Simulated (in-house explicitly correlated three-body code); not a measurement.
Computed with an exponentially correlated three-body code. Model: two electrons around a point charge, non-relativistic, variational in 260 exponentially correlated functions (energies converged to about 1e-7 hartree, or 1e-8 relative for large Z).

Command:
```bash
python run_hyl.py task.json out
```
Settings (lengths in bohr, energies in hartree):
```
Z                      3
nuclear_mass           7
interaction_strength   1
functions              260
states_tried           13
```

Cost of the run: 40 s on 1 thread of Arm Neoverse V1, on a shared host.

**Those bound S and P states to n = 4 that converged, binding against the one-electron ion.**

Given: nuclear charge 3; mass of the centre 7 electron masses.

Computed: one-electron threshold -3.9375 hartree.

```
term  energy (hartree)  binding (eV)
1 1S       -6.35555666        65.799
2 3S       -4.47242677        14.556
2 3P       -4.44405251        13.784
2 1S                 ?             ?
2 1P       -4.35024171        11.231
3 3S       -4.15950922        6.0412
3 3P                 ?             ?
3 1S       -4.14448882        5.6325
3 1P       -4.12533524        5.1113
4 3S       -4.05857718        3.2947
4 1S       -4.05252786        3.1301
```

Q: What belongs in the row 2 1S?

A: energy (hartree): -4.41562732; binding (eV): 13.011.

Q: What belongs in the row 3 3P?

A: energy (hartree): -4.15110465; binding (eV): 5.8125.

**Converged states only, values per electron or pair.**

| term | mean r (bohr) | mean r squared (bohr²) | mean inverse r (1/bohr) | mean r12 (bohr) | mean inverse r12 (1/bohr) | mean cosine | mean p1 dot p2 (bohr⁻²) | delta r1 (bohr⁻³) | delta r12 (bohr⁻³) |
| --- | --- | --- | --- | --- | --- | --- | --- | --- | --- |
| 1 1S | 0.65506 | 0.58393 | 2.3516 | 0.96349 | 1.3988 | 0.0020019 | -0.019455 | 4.5944 | 0.36832 |
| 2 3S | ? | ? | ? | ? | ? | ? | ? | ? | - |
| 2 3P | 1.4927 | 3.7619 | 1.5634 | 2.5171 | 0.492 | -0.045315 | -0.40287 | 2.8111 | - |
| 2 1S | ? | ? | ? | ? | ? | ? | ? | ? | ? |
| 2 1P | 1.8312 | 5.8848 | 1.5167 | 3.1336 | 0.39977 | 0.023247 | 0.078479 | 2.9043 | 0.0040409 |
| 3 3S | 3.6747 | 26.299 | 1.4179 | 6.8052 | 0.18846 | 0.0055832 | -0.024113 | 2.9277 | - |
| 3 3P | 3.5279 | 24.444 | 1.4182 | 6.5185 | 0.20675 | -0.0061047 | -0.10828 | 2.8665 | - |
| 3 1S | 3.913 | 30.106 | 1.4136 | 7.2787 | 0.19255 | 0.00253 | -0.039733 | 2.9219 | 0.013776 |
| 3 1P | 3.999 | 31.911 | 1.406 | 7.4464 | 0.18536 | 0.010261 | 0.012245 | 2.8854 | 0.0015061 |
| 4 3S | 6.4879 | 86.759 | 1.3708 | 12.419 | 0.10766 | 0.0036775 | -0.016843 | 2.8985 | - |
| 4 1S | 6.8085 | 95.953 | 1.369 | 13.059 | 0.10915 | 0.0023941 | -0.022887 | 2.8967 | 0.0057457 |

Q: What belongs in the row 2 3S?

A: mean r (bohr): 1.7058; mean r squared (bohr²): 4.9151; mean inverse r (1/bohr): 1.5585; mean r12 (bohr): 2.9088; mean inverse r12 (1/bohr): 0.40618; mean cosine: 0.0092275; mean p1 dot p2 (bohr⁻²): -0.02109; delta r1 (bohr⁻³): 3.0594.

Q: What belongs in the row 2 1S?

A: mean r (bohr): 1.8622; mean r squared (bohr²): 6.011; mean inverse r (1/bohr): 1.5426; mean r12 (bohr): 3.2092; mean inverse r12 (1/bohr): 0.42435; mean cosine: -0.0016363; mean p1 dot p2 (bohr⁻²): -0.085979; delta r1 (bohr⁻³): 3.0305; delta r12 (bohr⁻³): 0.047175.
